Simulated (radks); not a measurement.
Values are calculated unless marked as measured or tabulated.
Tm2+, configuration [Xe] 4f12 5f1 (not the ground configuration).

Code: a radial shooting solver on a logarithmic mesh with Libxc functionals. Model: scalar-relativistic Kohn-Sham, PBE, spin-unpolarised, spherical densities, point nucleus.

Energy parts (eV):
| part | energy |
|---|---|
| total | -369152.56 |
| kinetic | 401308.77 |
| electron-nucleus | -905567.04 |
| Hartree | 142838.82 |
| exchange-correlation | -7733.12 |

Orbitals (lengths in bohr, moments of r in powers of bohr; r(90%) holds 90 % of the orbital's charge):
orbital	occ.	eigenvalue (eV)	r(90%)
1s	2	-59319.65	0.0363
2s	2	-10031.55	0.131
2p	6	-8859.595	0.123
3s	2	-2276.958	0.324
3p	6	-1922.150	0.329
3d	10	-1484.410	0.311
4s	2	-471.4039	0.714
4p	6	-354.7325	0.768
4d	10	-199.8464	0.857
4f	12	-30.3986	1.28
5s	2	-78.5261	1.74
5p	6	-50.9134	2.06
5f	1	-6.2532	8.32

The highest occupied level is 5f at -6.253 eV. The density falls to 0.001 e/bohr^3 at r = 3.62 bohr.
